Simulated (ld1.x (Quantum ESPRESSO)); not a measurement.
## What the settings do to the ultrasoft potential of beryllium (Be)

Base potential:

ld1.x (Quantum ESPRESSO) 7.5 input, shortened:

```
&input
   title='Be', zed=4., rel=1, dft='WC', iswitch=3,
   config='[He] 2s0.5 2p0 3d-2'
 /
 &inputp
   pseudotype=3, tm=.true., lloc=-2, rcloc=2.60,
   nlcc=.true., rcore=1.15,
   which_augfun='PSQ', rmatch_augfun=1.50
 /
5
2S  1  0   0.50   0.00  1.85  2.25  0.0
2S  1  0   0.00  -0.05  1.85  2.25  0.0
2P  2  1   0.00   0.00  2.45  3.20  0.0
2P  2  1   0.00  -0.15  2.45  3.20  0.0
3D  3  2  -2.00   0.20  2.55  2.70  0.0
 &test
   configts(1)='2s0.5 2p0'
 /
```

All-electron outer shells of the reference configuration (Wu–Cohen, scalar-relativistic, ld1.x):

```tsv
shell	level (eV)	outermost node (bohr)	outermost maximum (bohr)
2s	-17.83	0.58	1.85
2p	-13.91	–	1.78
```

Cutoffs, loose and tight: the cutoffs (Ry, on a coarse ladder) from which the occupation-weighted sum of valence levels, in a spherical-Bessel basis at the reference potential, stays within 10 and 1 mRy of its value at 400 Ry. They do not see the model core or the augmentation charge, which bear on the density cutoff. Test errors are all-electron minus pseudo excitation energies from the reference, over the configurations 2s2 2p0; 2s1 2p0; 2s1.5 2p0; 2s0 2p2; 2s1 2p1; 2s0 2p1. A dash means not determined; rows that change the core or the reference have their own tests. The largest error is taken over the tests solved by every variant that gives reliable tests at all: 2s1 2p0; 2s1.5 2p0; 2s2 2p0.

A true bound ghost makes a file unfit for plane-wave use even where its test errors are small: the radial tests pick states by their node count and pass the ghost by.

| change | outcome | cutoff, loose | cutoff, tight | bound ghosts | largest test error (meV) |
| --- | --- | --- | --- | --- | --- |
| base | generated | 6 Ry | 6 Ry | none | +51 |
| local potential all-electron potential smoothed inside 1.38 bohr (lloc = -2) | generated | 6 Ry | 6 Ry | none | +51 |
| wave 2p channel at -0.15 Ry: rcut 2.45, rcutus 3.20 bohr becomes 2p channel at -0.52 Ry: rcut 2.45, rcutus 3.20 bohr | generated | 6 Ry | 6 Ry | none | +51 |
| wave 3d channel at 0.2 Ry: rcut 2.55, rcutus 2.70 bohr becomes 3d channel at 0.2 Ry: rc 2.70 bohr; local potential the d channel | generated | 6 Ry | 6 Ry | none | +50 |
| waves 2p (bound): rcut 2.34, rcutus 2.48 bohr; 2p channel at -0.15 Ry: rcut 2.34, rcutus 2.48 bohr | generated | 6 Ry | 6 Ry | none | +51 |
| wave 3d channel at 0.2 Ry: rcut 2.55, rcutus 2.70 bohr becomes 3d channel at 0.2 Ry: rcut 2.22, rcutus 2.36 bohr | generated | 6 Ry | 6 Ry | none | +51 |

(1) What comes out with this change to the base: augmentation built from norm-conserving waves at rcut, not smoothed further?

## Answers

(1) outcome: generated; cutoff, loose: 6 Ry; cutoff, tight: 6 Ry; bound ghosts: p; largest test error (meV): +51.
